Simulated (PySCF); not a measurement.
PySCF input file for C₂H₄BNO₂, SMILES N#CCB(O)O, PBE-D3(BJ)/def2-SVP. Geometry optimised at PBE-D3(BJ)/def2-SVP. Other conformers were not sampled.

```python
import numpy as np
from pyscf import gto, scf, dft, df
from pyscf.hessian import thermo

mol = gto.M(
    atom='''
    N    -0.32172507   -2.57181980   -0.00000000
    C     0.33526305   -1.59977789   -0.00000000
    C     1.02004904   -0.31877736   -0.00000000
    B    -0.03411967    0.89705507   -0.00000000
    O    -1.38561090    0.70407972    0.00000000
    O     0.48362839    2.15894655   -0.00000000
    H     1.68059271   -0.23158007   -0.88892404
    H     1.68059271   -0.23158007    0.88892405
    H    -1.63016405   -0.24241269    0.00000000
    H    -0.22435993    2.83015734   -0.00000000
    ''',
    basis='def2-SVP',
    charge=0,
    spin=0,
    max_memory=1600,
    verbose=3,
)
mf = dft.RKS(mol, xc='pbe').density_fit(auxbasis='def2-universal-jkfit')
mf.disp = 'd3bj'
mf.grids.level = 3
mf.conv_tol = 1e-11
mf.max_cycle = 100
mf.kernel()

# [left out here: the lines that compute and print the analytic Hessian (its translational invariance restored by hand, since the grid's response is missing), thermochemistry and intensities]
```

Program output:

```
converged SCF energy = -308.192712559078

WARN: DFTD3 does not support analytical Hessian, using finite difference


WARN: Mole.unit (angstrom) is changed to Bohr

Mode                                 0                   1                   2
Irrep
Freq [cm^-1]                       62.8314            120.0786            333.2790
Reduced mass [au]                   3.8821              8.0608              6.1988
Force const [Dyne/A]                0.0090              0.0685              0.4057
Char temp [K]                      90.4003            172.7663            479.5143
Normal mode                   x     y     z       x     y     z       x     y     z
       0   N                 0.00 -0.00 -0.12    0.12 -0.14  0.00   -0.00  0.09  0.00
       1   C                 0.00 -0.00 -0.00   -0.02 -0.04 -0.00    0.11  0.02 -0.00
       2   C                -0.00  0.00  0.13   -0.08 -0.01 -0.00    0.01  0.04 -0.00
       3   B                -0.00 -0.00  0.03   -0.03  0.03  0.00   -0.08 -0.06 -0.00
       4   O                -0.00  0.00  0.09   -0.05  0.13 -0.00   -0.10  0.03  0.00
       5   O                 0.00 -0.00 -0.13    0.05 -0.00  0.00    0.07 -0.13  0.00
       6   H                 0.13  0.03  0.23   -0.08  0.00  0.00   -0.00  0.14 -0.00
       7   H                -0.13 -0.03  0.23   -0.08  0.00 -0.00   -0.00  0.14  0.00
       8   H                -0.00  0.00  0.15   -0.12  0.15 -0.00   -0.15  0.04 -0.00
       9   H                 0.00  0.00 -0.18    0.09  0.05  0.00    0.19 -0.01  0.00
Mode                                 3                   4                   5
Irrep
Freq [cm^-1]                      346.3293            416.9001            434.7106
Reduced mass [au]                   2.2402              4.6468              2.4856
Force const [Dyne/A]                0.1583              0.4758              0.2767
Char temp [K]                     498.2907            599.8264            625.4517
Normal mode                   x     y     z       x     y     z       x     y     z
       0   N                -0.00  0.00 -0.11   -0.05  0.01  0.00    0.00 -0.00 -0.05
       1   C                 0.00  0.00  0.18    0.11 -0.09 -0.00   -0.00  0.00  0.12
       2   C                 0.00  0.00 -0.00    0.07 -0.06 -0.00   -0.00  0.00 -0.04
       3   B                -0.00 -0.00  0.06    0.03 -0.04 -0.00    0.00  0.00 -0.19
       4   O                -0.00  0.00 -0.02    0.01  0.13  0.00    0.00 -0.00  0.05
       5   O                 0.00 -0.00 -0.01   -0.10  0.01  0.00    0.00  0.00  0.03
       6   H                -0.34 -0.09 -0.27    0.08 -0.04  0.00    0.21 -0.22  0.09
       7   H                 0.34  0.09 -0.27    0.08 -0.04 -0.00   -0.21  0.22  0.09
       8   H                -0.00  0.00  0.00   -0.17  0.18 -0.00    0.00 -0.00 -0.04
       9   H                 0.00 -0.00 -0.13   -0.24 -0.14  0.00    0.00  0.00  0.38
Mode                                 6                   7                   8
Irrep
Freq [cm^-1]                      548.6158            557.3663            617.6955
Reduced mass [au]                   5.6044              1.1336              1.1974
Force const [Dyne/A]                0.9938              0.2075              0.2692
Char temp [K]                     789.3359            801.9260            888.7263
Normal mode                   x     y     z       x     y     z       x     y     z
       0   N                -0.07 -0.01 -0.00   -0.00 -0.00  0.00    0.00  0.00  0.01
       1   C                 0.13 -0.14  0.00   -0.00 -0.00  0.01    0.00  0.00 -0.01
       2   C                -0.06  0.00 -0.00    0.00  0.00 -0.03   -0.00 -0.00  0.02
       3   B                -0.04  0.09 -0.00    0.00 -0.00 -0.02   -0.00 -0.00  0.07
       4   O                -0.03 -0.05 -0.00    0.00  0.00  0.07   -0.00 -0.00  0.02
       5   O                 0.05  0.09  0.00   -0.00  0.00  0.04    0.00 -0.00 -0.08
       6   H                -0.04  0.07  0.02    0.09 -0.05  0.03   -0.06  0.05 -0.02
       7   H                -0.04  0.07 -0.02   -0.09  0.05  0.03    0.06 -0.05 -0.02
       8   H                 0.17 -0.10 -0.00    0.00  0.00 -0.66   -0.00  0.00 -0.68
       9   H                 0.14  0.19  0.00   -0.00 -0.00 -0.64    0.00  0.00  0.58
Mode                                 9                  10                  11
Irrep
Freq [cm^-1]                      751.6761            813.3243            958.5709
Reduced mass [au]                   3.1990              2.7206              2.6236
Force const [Dyne/A]                1.0650              1.0603              1.4203
Char temp [K]                    1081.4945           1170.1926           1379.1700
Normal mode                   x     y     z       x     y     z       x     y     z
       0   N                -0.01  0.02 -0.00   -0.00 -0.00 -0.02   -0.06 -0.11  0.00
       1   C                 0.04 -0.02  0.00   -0.00 -0.00  0.07   -0.06 -0.05 -0.00
       2   C                -0.17  0.07 -0.00    0.00 -0.00 -0.15    0.12  0.13  0.00
       3   B                 0.05 -0.04  0.00   -0.00  0.00  0.17   -0.00 -0.01 -0.00
       4   O                 0.12  0.01 -0.00   -0.00 -0.00 -0.04    0.01  0.00  0.00
       5   O                -0.02 -0.05 -0.00    0.00  0.00 -0.03   -0.01 -0.02  0.00
       6   H                -0.18  0.24  0.01    0.36 -0.08  0.12    0.06  0.39 -0.02
       7   H                -0.18  0.24 -0.01   -0.36  0.08  0.12    0.06  0.39  0.02
       8   H                 0.06  0.03  0.00   -0.00 -0.00  0.08   -0.05  0.02 -0.00
       9   H                -0.17 -0.21  0.00    0.00  0.00  0.00    0.08  0.07  0.00
Mode                                12                  13                  14
Irrep
Freq [cm^-1]                      994.1275           1018.1017           1110.9106
Reduced mass [au]                   1.6520              1.1838              1.1583
Force const [Dyne/A]                0.9619              0.7230              0.8422
Char temp [K]                    1430.3282           1464.8217           1598.3530
Normal mode                   x     y     z       x     y     z       x     y     z
       0   N                 0.00  0.01  0.00    0.00  0.01 -0.00   -0.00 -0.00 -0.01
       1   C                 0.01  0.00  0.00    0.01  0.00  0.00   -0.00  0.00  0.08
       2   C                -0.00 -0.01 -0.00   -0.03 -0.01 -0.00    0.00 -0.00 -0.05
       3   B                -0.04  0.03  0.00    0.01 -0.04 -0.00    0.00 -0.00 -0.05
       4   O                 0.07  0.04 -0.00    0.05 -0.06  0.00   -0.00  0.00  0.01
       5   O                -0.10 -0.08 -0.00   -0.01  0.05  0.00   -0.00  0.00  0.01
       6   H                 0.01 -0.10  0.00   -0.02  0.00  0.01    0.04  0.65  0.05
       7   H                 0.01 -0.10 -0.00   -0.02  0.00 -0.01   -0.04 -0.65  0.05
       8   H                 0.27 -0.01  0.00   -0.81  0.20 -0.00    0.00 -0.00 -0.01
       9   H                 0.48  0.50 -0.00    0.23  0.29  0.00    0.00  0.00  0.00
Mode                                15                  16                  17
Irrep
Freq [cm^-1]                     1145.9479           1329.4024           1353.5567
Reduced mass [au]                   1.8095              3.0344              1.3117
Force const [Dyne/A]                1.4000              3.1596              1.4159
Char temp [K]                    1648.7639           1912.7141           1947.4667
Normal mode                   x     y     z       x     y     z       x     y     z
       0   N                -0.03 -0.03 -0.00    0.00 -0.00 -0.00    0.01  0.01  0.00
       1   C                 0.02 -0.03  0.00    0.00  0.00  0.00   -0.02  0.02 -0.00
       2   C                -0.02  0.18 -0.00    0.07 -0.04  0.00   -0.04 -0.09  0.00
       3   B                -0.01  0.05  0.00   -0.16  0.14 -0.00   -0.07  0.07  0.00
       4   O                 0.02 -0.01  0.00    0.09 -0.01 -0.00    0.03 -0.00  0.00
       5   O                 0.01 -0.04 -0.00    0.02 -0.04  0.00    0.00 -0.02 -0.00
       6   H                 0.21 -0.42  0.11   -0.21 -0.03 -0.20    0.43  0.21  0.37
       7   H                 0.21 -0.42 -0.11   -0.21 -0.03  0.20    0.43  0.21 -0.37
       8   H                -0.13  0.04  0.00   -0.15  0.06 -0.00   -0.05  0.02  0.00
       9   H                -0.10 -0.14 -0.00   -0.17 -0.21  0.00   -0.07 -0.09 -0.00
Mode                                18                  19                  20
Irrep
Freq [cm^-1]                     1463.4708           2282.5286           2993.4649
Reduced mass [au]                   7.7759             12.5458              1.0617
Force const [Dyne/A]                9.8123             38.5108              5.6055
Char temp [K]                    2105.6086           3284.0504           4306.9295
Normal mode                   x     y     z       x     y     z       x     y     z
       0   N                 0.00  0.00 -0.00   -0.09 -0.14 -0.00   -0.00 -0.00 -0.00
       1   C                 0.00 -0.00 -0.00    0.12  0.19 -0.00    0.00  0.00 -0.00
       2   C                -0.01 -0.03  0.00   -0.02 -0.03 -0.00    0.07  0.01 -0.00
       3   B                 0.18  0.19 -0.00    0.00 -0.00  0.00    0.00  0.00  0.00
       4   O                -0.07 -0.03 -0.00   -0.00  0.00  0.00   -0.00  0.00  0.00
       5   O                -0.04 -0.09  0.00   -0.00  0.00 -0.00    0.00 -0.00  0.00
       6   H                -0.05  0.06 -0.03   -0.01 -0.02  0.00   -0.40 -0.06  0.56
       7   H                -0.05  0.06  0.03   -0.01 -0.02 -0.00   -0.40 -0.06 -0.56
       8   H                -0.18  0.01 -0.00   -0.01 -0.01  0.00   -0.00 -0.00  0.00
       9   H                 0.02 -0.03  0.00    0.00  0.00  0.00   -0.00  0.00  0.00
Mode                                21                  22                  23
Irrep
Freq [cm^-1]                     3044.9672           3678.0362           3724.3435
Reduced mass [au]                   1.1015              1.0661              1.0650
Force const [Dyne/A]                6.0173              8.4972              8.7034
Char temp [K]                    4381.0298           5291.8753           5358.5011
Normal mode                   x     y     z       x     y     z       x     y     z
       0   N                -0.00 -0.00 -0.00    0.00  0.00  0.00    0.00  0.00  0.00
       1   C                -0.00 -0.00 -0.00   -0.00 -0.00  0.00    0.00 -0.00  0.00
       2   C                -0.00 -0.00 -0.09   -0.00  0.00 -0.00   -0.00  0.00 -0.00
       3   B                 0.00 -0.00 -0.00    0.00  0.00 -0.00    0.00 -0.00 -0.00
       4   O                 0.00 -0.00 -0.00    0.02  0.06 -0.00    0.00  0.00 -0.00
       5   O                 0.00 -0.00  0.00   -0.00  0.00  0.00    0.04 -0.04 -0.00
       6   H                -0.41 -0.05  0.53    0.00  0.00 -0.00    0.00  0.00 -0.00
       7   H                 0.41  0.05  0.53    0.00  0.00  0.00    0.00  0.00  0.00
       8   H                 0.00  0.00  0.00   -0.27 -0.93 -0.00   -0.00 -0.02 -0.00
       9   H                 0.00 -0.00  0.00    0.01 -0.01 -0.00   -0.68  0.69  0.00
temperature 298.1500 [K]
pressure 101325.00 [Pa]
Rotational constants [GHz] 8.45782 2.23992 1.79091
Symmetry number 1
Zero-point energy (ZPE) 0.06857 [Eh]   180039.391 [J/mol]
                           tot       elec      trans        rot        vib
Entropy [J/mol/K]       334.415      0.000    164.134    111.511     58.770
Cv [J/mol/K]             94.295      0.000     12.472     12.472     69.352
Cp [J/mol/K]            102.610      0.000     20.786     12.472     69.352
Internal energy [J/mol]                      3718.434   3718.434 189753.856
Internal energy [Eh]   -308.11761  -308.19271
Enthalpy [J/mol]                             6197.391   3718.434 189753.856
Enthalpy [Eh]          -308.11666
Gibbs free energy [J/mol]                  -42739.148 -29528.584 172231.464
Gibbs free energy [Eh] -308.15464
mode   freq/cm-1   IR/(km/mol)
   1       62.83         7.729
   2      120.08        10.151
   3      333.28         5.136
   4      346.33         0.718
   5      416.90        16.069
   6      434.71         4.140
   7      548.62        11.849
   8      557.37       194.991
   9      617.70         1.643
  10      751.68        13.921
  11      813.32        28.524
  12      958.57         4.128
  13      994.13       119.232
  14     1018.10       111.230
  15     1110.91         1.575
  16     1145.95         4.933
  17     1329.40       283.928
  18     1353.56        13.667
  19     1463.47       292.776
  20     2282.53        27.142
  21     2993.46         2.283
  22     3044.97         0.827
  23     3678.04        91.933
  24     3724.34        66.535
max |gradient| / (hartree/bohr): 7.617777596498015e-05
APT charges: [-0.3198  0.1552 -0.2443  1.0883 -0.7063 -0.7229  0.0647  0.0647  0.3251
  0.2952]
```

Self-consistency was reached.
